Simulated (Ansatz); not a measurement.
H8Si4, SMILES `[SiH2]=[SiH][SiH2][SiH3]` (Si–Si–Si–Si torsion 96°) (charge 0, multiplicity 1).

Cartesian coordinates (Å):
SMILES: [SiH2]=[SiH][SiH2][SiH3]
```xyz
12

Si    -2.7406    -0.1251    -0.8849
Si    -0.9226    -1.2059    -0.5157
Si     0.5076    -0.3925     1.1113
Si     2.1645     0.9291     0.1223
H     -3.6841    -0.4577    -1.9786
H     -3.3612     0.6693     0.2005
H     -0.3321    -1.9561    -1.6534
H     -0.3180     0.4138     2.0514
H      1.1280    -1.5178     1.8655
H      3.1796     1.3750     1.1161
H      1.5293     2.1235    -0.4944
H      2.8496     0.1443    -0.9401
```
Charge 0, multiplicity 1.

Frozen-core energies in 6-31g from Ansatz (an electronic-structure program) at a geometry from PBE0-D3(BJ)/def2-TZVP; the HF reference has <S^2> = 0.00 (restricted, and unstable towards unrestricted orbitals) and the T1 diagnostic is 0.011.

```csv
level,energy (Ha),difference from CCSDT(Q) (mHa)
HF,-1160.09877,294.75
MP2,-1160.32008,73.44
CCSD,-1160.38513,8.39
CCSD(T),-1160.39171,1.81
CCSDT,-1160.39302,0.49
CCSDT(Q),-1160.39352,0.00
```
